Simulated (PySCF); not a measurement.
C5H4FNO.
Atom-mapped SMILES: `[H]/[N:1]=[CH:2]\[c:3]1[cH:4][cH:5][c:6]([F:7])[o:8]1`

NICS = −σ at a ghost point: NICS(0) at the centroid of the ring atoms, NICS(1) 1 Å to either side along the normal of their mean plane, zz for the tensor component along that normal. Level: GIAO PBE0/pcSseg-1 (PySCF, non-relativistic, gas phase) on the GFN2-xTB geometry, one conformer.

Ring bond lengths (Å), with Mayer bond orders in brackets: C3–C4 1.376 (1.51), C4–C5 1.412 (1.27), C5–C6 1.362 (1.57), C6–O8 1.327 (1.15), O8–C3 1.364 (0.97).

Problem. Give the NICS values of each ring in ppm.

Solution. 
| ring | type | NICS(0) | NICS(1), two faces | NICS(1)zz, two faces | rms pucker (Å) | centre to ring atoms, mean (Å) |
| --- | --- | --- | --- | --- | --- | --- |
| C3–C4–C5–C6–O8 | 5-membered ring with O; formal bonds all aromatic | -12.4 | -9.5 / -9.5 | -22.7 / -22.7 | 0.00 | 1.16 |

Problem. What can be read from them?

Solution. 
- C3–C4–C5–C6–O8: mean NICS(1)zz -22.7 ppm, shielded, aromatic by this magnetic criterion (flat ring, no four-coordinate atom).

Problem. And the bond-length index? HOMA takes Krygowski's 1993 parameters.

Solution. 
- C3–C4–C5–C6–O8: HOMA 0.50; the largest term is that of O8–C3, α(R − Ropt)² = 1.55.

Problem. How shielded are the nuclei of the rings and their hydrogens (means over atoms taken as equivalent)?

Solution. 
| atoms | environment | σ isotropic (ppm) | principal values of the symmetric part, first atom (ppm) |
| --- | --- | --- | --- |
| C3 | substituted aromatic carbon | 40.0 | -34.2, 57.4, 96.8 |
| C4 | aromatic CH carbon | 68.9 | -13.2, 48.3, 171.7 |
| C5 | aromatic CH carbon | 93.7 | 41.4, 75.1, 164.7 |
| C6 | aromatic C–F carbon | 18.7 | -45.8, 48.5, 53.3 |
| O8 | furan-type oxygen | 50.3 | -86.3, 30.9, 206.3 |
| H on C4 | aromatic hydrogen | 24.59 | 22.0, 25.4, 26.4 |
| H on C5 | aromatic hydrogen | 25.78 | 22.7, 26.4, 28.3 |

The values belong to the conformer `[H]/[N:1]=[CH:2]\[c:3]1[cH:4][cH:5][c:6]([F:7])[o:8]1`: N1–C2–C3–C4 0°.
